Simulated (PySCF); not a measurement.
## Molecular orbitals of WH

PBE0 at R = 1.713 Å; basis H cc-pVDZ, W cc-pVDZ-PP with ECP60; scalar-relativistic core potentials; PySCF 2.14. State: ⁴Δ (quartet), unpaired electrons π ↑↑, δ ↑, a second solution, started from another occupation. Only the outer orbitals are listed, counted within each symmetry, core potentials removing the inner ones.

```tsv
spin	orbital	occ.	ε (eV)	on H (%)	main shells (%)
α	1π	1	-46.48	0	100 W p
α	1π	1	-46.48	0	100 W p
α	2σ	1	-46.13	0	100 W p
α	3σ	1	-9.36	43	43 H s, 27 W s, 26 W d
α	1δ	1	-6.87	0	100 W d
α	2π	1	-6.67	0	100 W d
α	2π	1	-6.67	0	100 W d
α	4σ	1	-6.32	1	58 W s, 39 W d
α	1δ	0	-3.45	0	100 W d
α	5σ	0	-2.05	12	60 W p, 22 W d, 12 H s
α	3π	0	-0.96	0	100 W p
β	1π	1	-44.12	0	100 W p
β	1π	1	-44.12	0	100 W p
β	2σ	1	-43.65	0	100 W p
β	3σ	1	-8.95	56	56 H s, 21 W d, 18 W s
β	4σ	1	-5.19	0	64 W s, 33 W d
β	1δ	0	-2.35	0	100 W d
β	1δ	0	-1.73	0	100 W d
β	2π	0	-1.49	0	99 W d
```

Problem. Which are the highest filled and the lowest empty level, where do they sit, and how wide is the gap?

Solution. Highest filled β 4σ at -5.19 eV (in %: 64 W s, 33 W d); lowest empty α 1δ at -3.45 eV (in %: 100 W d); the gap at PBE0 is 1.74 eV.

```json
{
  "bond order (Mayer)": "1.01",
  "⟨S²⟩": "3.769",
  "charge on H (Mulliken, basis-dependent)": "-0.02",
  "charge on H (Löwdin, basis-dependent)": "-0.09",
  "dipole moment (positive dipole means H(−)W(+))": "1.39 D"
}
```

Spin–orbit coupling is left out.
